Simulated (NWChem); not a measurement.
System: MgHSeCl; SMILES [Cl][Mg][SeH]

NWChem input:

```
start job
memory heap 200 mb stack 900 mb global 1100 mb
geometry units angstroms noautoz
  Mg    -0.031160    -0.611373    -0.000127
  Cl    -0.140321    -2.810632    -0.000287
  Se     0.123077     1.803960     0.000475
  H     -1.348143     1.891703    -0.012948
end
basis spherical
  * library def2-svp
end
dft
  xc xcamb88 1.00 lyp 1.0 hfexch 1.00
  cam 0.33 cam_alpha 0.0 cam_beta 1.0
  iterations 150
  mulliken
end
task dft energy
```

Excerpt of the output:

```
             Northwest Computational Chemistry Package (NWChem) 7.3.0
             --------------------------------------------------------

 CS  symmetry detected

                             Geometry "geometry" -> ""
                             -------------------------

 Output coordinates in angstroms (scale by  1.889725989 to convert to a.u.)

  No.       Tag          Charge          X              Y              Z
 ---- ---------------- ---------- -------------- -------------- --------------
    1 Mg                  12.0000     0.00696557    -0.73875446     0.00000000
    2 Cl                  17.0000     0.01501646    -2.94070621     0.00000000
    3 Se                  34.0000     0.03242855     1.68136424     0.00000000
    4 H                    1.0000    -1.44143733     1.69067491     0.00000000

 Effective nuclear repulsion energy (a.u.)     220.7121660872

      Symmetry information
      --------------------

 Group name             Cs
 Group number              2
 Group order               2
 No. of unique centers     4

                                 NWChem DFT Module
                                 -----------------

 Summary of "ao basis" -> "ao basis" (spherical)
 ------------------------------------------------------------------------------
       Tag                 Description            Shells   Functions and Types
 ---------------- ------------------------------  ------  ---------------------
 Mg                         def2-svp                 8       18   4s3p1d
 Cl                         def2-svp                 8       18   4s3p1d
 Se                         def2-svp                12       32   5s4p3d
 H                          def2-svp                 3        5   2s1p

      Symmetry analysis of basis
      --------------------------

        a'         52
        a"         21

            General Information
            -------------------
          SCF calculation type: DFT
          Wavefunction type:  closed shell.
          No. of atoms     :     4
          No. of electrons :    64
           Alpha electrons :    32
            Beta electrons :    32
          Charge           :     0
          Spin multiplicity:     1
          Use of symmetry is: on ; symmetry adaption is: on
          Maximum number of iterations: 150
          AO basis - number of functions:    73
                     number of shells:    31
          Convergence on energy requested:  1.00D-06
          Convergence on density requested:  1.00D-05
          Convergence on gradient requested:  5.00D-04

              XC Information
              --------------
                     Hartree-Fock (Exact) Exchange  1.000
                   CAM-Becke88 Exchange Functional  1.000
              Lee-Yang-Parr Correlation Functional  1.000

           Range-Separation Parameters
           ---------------------------
           Alpha           :  0.00
           Beta            :  1.00
           Gamma           :  0.33
           Short-Range HF  :     F

             Grid Information
             ----------------
          Grid used for XC integration:  medium
          Radial quadrature: Mura-Knowles
          Angular quadrature: Lebedev.
          Tag              B.-S. Rad. Rad. Pts. Rad. Cut. Ang. Pts.
          ---              ---------- --------- --------- ---------
          Mg                  1.50       88           9.0       590
          Cl                  1.00       88          12.0       590
          Se                  1.15      112          11.0       590
          H                   0.35       45          11.0       434
          Grid pruning is: on
          Number of quadrature shells:   333
          Spatial weights used:  Erf1

      Superposition of Atomic Density Guess
      -------------------------------------

 Sum of atomic energies:       -3058.86939416

      Non-variational initial energy
      ------------------------------

 Total energy =   -3059.204334
 1-e energy   =   -4697.953192
 2-e energy   =    1418.036692
 HOMO         =      -0.299823
 LUMO         =      -0.060700

      Symmetry analysis of molecular orbitals - initial
      -------------------------------------------------

  Numbering of irreducible representations:

     1 a'          2 a"

  Orbital symmetries:

     1 a'          2 a'          3 a'          4 a'          5 a'
     6 a"          7 a'          8 a'          9 a'         10 a'
    11 a'         12 a"         13 a'         14 a'         15 a"
    16 a'         17 a'         18 a'         19 a"         20 a"
    21 a'         22 a'         23 a'         24 a"         25 a'
    26 a'         27 a'         28 a'         29 a"         30 a'
    31 a'         32 a"         33 a'         34 a'         35 a"
    36 a'         37 a'         38 a'         39 a"         40 a'
    41 a'         42 a"

     ---------------------------------------------
      Total Density - Mulliken Population Analysis
     ---------------------------------------------

    Atom       Charge   Shell Charges
 -----------   ------   -------------------------------------------------------
    1 Mg  12    11.01   2.00  1.99  0.55  0.07  5.98  0.17  0.11  0.14
    2 Cl  17    17.61   2.00  1.99  1.23  0.71  5.94  2.22  3.51  0.00
    3 Se  34    34.57   2.00  2.00  2.00  1.34  0.51  6.00  5.98  1.99  2.73  8.20  1.75  0.07
    4 H    1     0.80   0.57  0.22  0.02

   convergence    iter        energy       DeltaE   RMS-Dens  Diis-err
 ---------------- ----- ----------------- --------- --------- ---------
 d= 0,ls=0.0,diis     1  -3061.2431156269 -3.28D+03  1.23D-02  5.65D-01
 d= 0,ls=0.0,diis     2  -3061.2875413035 -4.44D-02  4.54D-03  1.65D-01
 d= 0,ls=0.0,diis     3  -3061.2997550047 -1.22D-02  8.78D-04  7.92D-03
 d= 0,ls=0.0,diis     4  -3061.3004711345 -7.16D-04  2.78D-04  4.02D-04
 d= 0,ls=0.0,diis     5  -3061.3005368021 -6.57D-05  1.93D-04  3.81D-05
  Resetting Diis
 d= 0,ls=0.0,diis     6  -3061.3005538957 -1.71D-05  5.92D-05  4.01D-06
 d= 0,ls=0.0,diis     7  -3061.3005558554 -1.96D-06  1.30D-05  2.14D-07
 d= 0,ls=0.0,diis     8  -3061.3005559757 -1.20D-07  6.17D-06  5.04D-08

         Total DFT energy =    -3061.300555975702
      One electron energy =    -4699.128264450671
           Coulomb energy =     1548.631033781195
    Exchange-Corr. energy =     -131.515491393412
 Nuclear repulsion energy =      220.712166087186

 Numeric. integr. density =       64.000003201668

                  Occupations of the irreducible representations
                  ----------------------------------------------

                     irrep           alpha         beta
                     --------     --------     --------
                     a'               24.0         24.0
                     a"                8.0          8.0

                       DFT Final Molecular Orbital Analysis
                       ------------------------------------

 Vector   30  Occ=2.000000D+00  E=-4.041652D-01  Symmetry=a'
              MO Center=  1.3D-02, -2.8D+00, -8.4D-15, r^2= 1.3D+00
   Bfn.  Coefficient  Atom+Function         Bfn.  Coefficient  Atom+Function
  ----- ------------  ---------------      ----- ------------  ---------------
    29      0.597308  2 Cl px                26      0.465192  2 Cl px
    23      0.271110  2 Cl px                11      0.091084  1 Mg px
    14     -0.091471  1 Mg d -2               8      0.059668  1 Mg px
     5      0.042960  1 Mg px

 Vector   31  Occ=2.000000D+00  E=-3.825393D-01  Symmetry=a'
              MO Center= -4.6D-03,  1.1D+00, -6.6D-16, r^2= 3.4D+00
   Bfn.  Coefficient  Atom+Function         Bfn.  Coefficient  Atom+Function
  ----- ------------  ---------------      ----- ------------  ---------------
    52      0.440464  3 Se py                49      0.436773  3 Se py
    46     -0.281745  3 Se py                 3     -0.259387  1 Mg s
    30      0.188761  2 Cl py                40      0.169927  3 Se s
     9     -0.165432  1 Mg py                41      0.147199  3 Se s
    27      0.139073  2 Cl py                 2     -0.133814  1 Mg s

 Vector   32  Occ=2.000000D+00  E=-3.379632D-01  Symmetry=a"
              MO Center=  4.2D-03,  1.5D+00, -2.9D-15, r^2= 2.1D+00
   Bfn.  Coefficient  Atom+Function         Bfn.  Coefficient  Atom+Function
  ----- ------------  ---------------      ----- ------------  ---------------
    53      0.559437  3 Se pz                50      0.495184  3 Se pz
    47     -0.315977  3 Se pz                44      0.102734  3 Se pz
    13      0.092002  1 Mg pz                15      0.081335  1 Mg d -1
    10      0.059584  1 Mg pz                 7      0.042952  1 Mg pz
    31     -0.038302  2 Cl pz                28     -0.037780  2 Cl pz

 Vector   33  Occ=0.000000D+00  E=-3.776698D-03  Symmetry=a'
              MO Center= -8.2D-02, -5.4D-01, -2.2D-15, r^2= 6.9D+00
   Bfn.  Coefficient  Atom+Function         Bfn.  Coefficient  Atom+Function
  ----- ------------  ---------------      ----- ------------  ---------------
     4      1.028880  1 Mg s                 41     -0.417882  3 Se s
    52      0.385124  3 Se py                 3      0.269782  1 Mg s
    22     -0.259787  2 Cl s                 30     -0.240107  2 Cl py
     2      0.201029  1 Mg s                 49      0.177537  3 Se py
    40     -0.169475  3 Se s                 39      0.126078  3 Se s

[...]
```

Level: LC-BLYP (range parameter 0.33 per bohr)/def2-SVP. Geometry: optimised at PBE0/def2-SVP.
